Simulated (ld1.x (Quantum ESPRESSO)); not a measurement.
## Configuration tests for N (RRKJ)

| Property | Result |
| --- | --- |
| Element | N (Z = 7) |
| Generator | ld1.x (Quantum ESPRESSO) 7.5 |
| Type | norm-conserving RRKJ (Kleinman–Bylander form) |
| Functional | PBEsol |
| Relativity | scalar-relativistic |
| Frozen core | [He] |
| Valence charge | 5 |
| Reference configuration | 2s1 2p4 |
| Partial waves | 2p (bound): rc 1.80 bohr; 3d channel at 0.2 Ry: rc 1.95 bohr; 2s (bound): rc 0.85 bohr |
| Local potential | the s channel |
| Core correction | Bessel-smoothed model core inside 0.85 bohr |
| rho0 | 0.005 |

Energies are relative to the spin-unpolarised reference configuration 2s1 2p4; without spin polarisation the order of configurations can differ from experiment. The frozen-core shift is the all-electron ΔE with the core orbitals held at their reference shape minus the fully relaxed ΔE.

Give the all-electron excitation energy and the error of the potential for: 2s2 2p3; 2s2 2p2; 2s2 2p1; 2s1 2p3; 2s2 2p3.3; 2s1 2p0; 2s0 2p5.

```json
{"valence configuration": "2s2 2p3", "charge": "0", "ΔE all-electron (eV)": "-11.434", "error AE − PS (meV)": "-0.4", "frozen-core shift (meV)": "+0.3"}
{"valence configuration": "2s2 2p2", "charge": "+1", "ΔE all-electron (eV)": "2.087", "error AE − PS (meV)": "+102", "frozen-core shift (meV)": "+0.4"}
{"valence configuration": "2s2 2p1", "charge": "+2", "ΔE all-electron (eV)": "30.824", "error AE − PS (meV)": "+504", "frozen-core shift (meV)": "+1.9"}
{"valence configuration": "2s1 2p3", "charge": "+1", "ΔE all-electron (eV)": "13.801", "error AE − PS (meV)": "+13", "frozen-core shift (meV)": "+0.1"}
{"valence configuration": "2s2 2p3.3", "charge": "-0.3", "ΔE all-electron (eV)": "-13.038", "error AE − PS (meV)": "-9.9", "frozen-core shift (meV)": "+0.3"}
{"valence configuration": "2s1 2p0", "charge": "+4", "ΔE all-electron (eV)": "155.226", "error AE − PS (meV)": "+2706", "frozen-core shift (meV)": "+37"}
{"valence configuration": "2s0 2p5", "charge": "0", "ΔE all-electron (eV)": "11.461", "error AE − PS (meV)": "0.0", "frozen-core shift (meV)": "+0.4"}
```
